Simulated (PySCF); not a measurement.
**How methods differ on the interval between two levels of Ag**

Ag [Kr] 4d10 5s1 [2S1/2, M_J = 1/2] → Ag [Kr] 4d9 5s1 6s1 [4D7/2, M_J = 7/2], as a difference of total energies. All numbers are calculated (PySCF 2.14, the two-component X2C-1e Hamiltonian, in x2c-SVPall-2c with one added diffuse shell each of s, p, d type (7s9p7d1f, 76 functions)). Correlated levels: [Ar] 3d10 frozen; the 6 highest virtual spinors dropped. "Screened" scales the spin-orbit matrix elements by Boettger's factors to mimic the two-electron term; Breit and QED terms are absent.

```csv
method,interval between two levels (cm⁻¹)
GHF (spin-free),69964
GMP2 (spin-free),80614
GHF (screened spin-orbit),68114
GMP2 (screened spin-orbit),78684
```

The labels give the starting determinants; with spin-orbit coupling the two ends relaxed to ⟨J²⟩ = 0.75, ⟨L²⟩ = 0.01, ⟨S²⟩ = 0.77 and ⟨J²⟩ = 15.76, ⟨L²⟩ = 6.02, ⟨S²⟩ = 3.76.

The promoted electron is Rydberg-like, and one or two diffuse shells describe it only roughly, which tends to raise the upper state.
